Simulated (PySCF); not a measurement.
C4H9O, SMILES CC(C)(C)[O], multiplicity 2. Coordinates come from a B3LYP-D3(BJ)/def2-SVP optimisation. The isomer is the one that the SMILES or the coordinates give; other isomers of the formula were not compared.

Computed equilibrium geometry at B3LYP-D3(BJ)/def2-SVP (PySCF confirms it by a frequency run) as a Z-matrix, and its point group:
point group Cs.
```
C
O 1 1.3736
C 1 1.5398 2 110.99
H 3 1.0999 1 110.15 2 55.43
H 3 1.1009 4 108.19 1 120.23
H 3 1.1013 4 109.00 5 117.45
C 1 1.5398 2 110.99 3 -124.83
H 7 1.0999 1 110.15 2 -55.43
H 7 1.1009 8 108.19 1 -120.23
H 7 1.1013 8 109.00 9 -117.45
C 1 1.5586 2 103.20 3 117.59
H 11 1.0989 1 110.47 2 -60.40
H 11 1.0989 12 109.09 1 -121.62
H 11 1.1007 12 109.24 13 -119.34
```
Charge 0, spin multiplicity 2.
